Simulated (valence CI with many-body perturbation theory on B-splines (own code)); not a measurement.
# Gd24+: calculated level list

Level of theory: configuration interaction combined with many-body perturbation theory (CI+MBPT): four valence electrons over a frozen Dirac-Fock core [Kr], radial functions for each j: 7 s, 7 p, 8 d, 6 f, 4 g, 1 h, with the one-electron correlation potential Σ1 (screened to all orders), the two-electron term Σ2, the three-electron term Σ3, Breit, model QED; selected single and double excitations, second order for the rest, scaled by the run's own slope (own B-spline code, finite nucleus).

No measured spectrum was set against this ion. As an estimate, terms of the open shell hold to 2 to 4 % of their energy, and close levels can change places. Only levels of the ground parity were solved; by the run's estimate the other parity begins above the list, which can be wrong where configurations are misplaced.

Levels 1 to 32 of 32, with energies above the lowest level, (4d3/2^4) J=0. "Leading %" is the weight of the configuration and term that name the level; weights of strongly mixed levels are sums over their largest components and can fall short, so below about 35 % the name and the second component can differ from the true leading terms, or belong to a minority configuration. In the jj column 3d3/2^4 stands for four electrons in 3d with j = 3/2. Lifetimes count E1, E2, E3, M1 and M2 decay at the calculated energies, and are blank where another channel may lead or the interval is too uncertain; long ones can be off by a factor of two.

```
No.  Configuration  Term  J  E (cm⁻¹)  Leading %  Second component  Lifetime              Leading jj
  1            4d4    3P  0       0.0         51       40 % 4d4 5D                    4d3/2^4 (92 %)
  2            4d4    5D  1     40714         71       28 % 4d4 3P    477 μs    4d3/2^3 4d5/2 (94 %)
  3            4d4    5D  2     63608         72        8 % 4d4 3D   2.38 ms    4d3/2^3 4d5/2 (63 %)
  4            4d4    3F  4     71377         31       20 % 4d4 5D              4d3/2^3 4d5/2 (91 %)
  5            4d4    5D  3     74456         52       21 % 4d4 3F   28.1 ms    4d3/2^3 4d5/2 (67 %)
  6            4d4    5D  0    106480         56       25 % 4d4 3P   93.0 μs  4d3/2^2 4d5/2^2 (90 %)
  7            4d4    5D  4    111660         43       42 % 4d4 3H    425 μs  4d3/2^2 4d5/2^2 (87 %)
  8            4d4    3F  2    118040         38       22 % 4d4 1D    176 μs  4d3/2^2 4d5/2^2 (70 %)
  9            4d4    3G  3    118210         52       31 % 4d4 5D    326 μs  4d3/2^2 4d5/2^2 (69 %)
 10            4d4    3H  5    128370         70       29 % 4d4 3G    657 μs  4d3/2^2 4d5/2^2 (99 %)
 11            4d4    3P  1    133240         56       27 % 4d4 3D    191 μs  4d3/2^2 4d5/2^2 (85 %)
 12            4d4    3H  6    136380         58       42 % 4d4 1I    207 ms  4d3/2^2 4d5/2^2 (97 %)
 13            4d4    3G  4    145650         62       32 % 4d4 1G   1.29 ms  4d3/2^2 4d5/2^2 (94 %)
 14            4d4    3F  3    148120         41       36 % 4d4 3D    365 μs  4d3/2^2 4d5/2^2 (86 %)
 15            4d4    3D  2    148240         40       31 % 4d4 3P    993 μs  4d3/2^2 4d5/2^2 (90 %)
 16            4d4    3F  4    170300         42       28 % 4d4 5D    157 μs    4d3/2 4d5/2^3 (61 %)
 17            4d4    3F  2    176050         37       31 % 4d4 3P    125 μs  4d3/2^2 4d5/2^2 (77 %)
 18            4d4    3F  3    183280         48       20 % 4d4 3G    102 μs    4d3/2 4d5/2^3 (89 %)
 19            4d4    3G  5    194270         70       29 % 4d4 3H    229 μs    4d3/2 4d5/2^3 (99 %)
 20            4d4    3D  1    194890         68       21 % 4d4 3P   74.9 μs    4d3/2 4d5/2^3 (89 %)
 21            4d4    3F  4    196620         48       38 % 4d4 1G    217 μs  4d3/2^2 4d5/2^2 (70 %)
 22            4d4    1I  6    198480         58       42 % 4d4 3H    240 μs    4d3/2 4d5/2^3 (97 %)
 23            4d4    3P  2    205000         61       21 % 4d4 3D    428 μs  4d3/2^2 4d5/2^2 (63 %)
 24            4d4    1S  0    213630         54       45 % 4d4 3P              4d3/2 4d5/2^3 (79 %)
 25            4d4    3F  2    218780         60       33 % 4d4 3P    113 μs    4d3/2 4d5/2^3 (61 %)
 26            4d4    1F  3    220020         44       32 % 4d4 3D              4d3/2 4d5/2^3 (93 %)
 27            4d4    3F  3    250530         69       27 % 4d4 1F              4d3/2 4d5/2^3 (98 %)
 28            4d4    3P  1    251460         94        4 % 4d4 3D    107 μs    4d3/2 4d5/2^3 (95 %)
 29            4d4    1G  4    255360         76       16 % 4d4 3F              4d3/2 4d5/2^3 (70 %)
 30            4d4    3P  0    255620         52       45 % 4d4 1S            4d3/2^2 4d5/2^2 (62 %)
 31            4d4    1D  2    259190         56       24 % 4d4 3P    120 μs    4d3/2 4d5/2^3 (48 %)
 32            4d4    3F  4    267900         53       24 % 4d4 1G   71.8 μs          4d5/2^4 (70 %)
```

The ionisation energy to 4d3 4F_3/2 of the next ion comes out as 811.11 eV (NIST: 810 ± 4 eV (theoretical)). All 32 levels together are meant to be complete up to 269530 cm⁻¹.
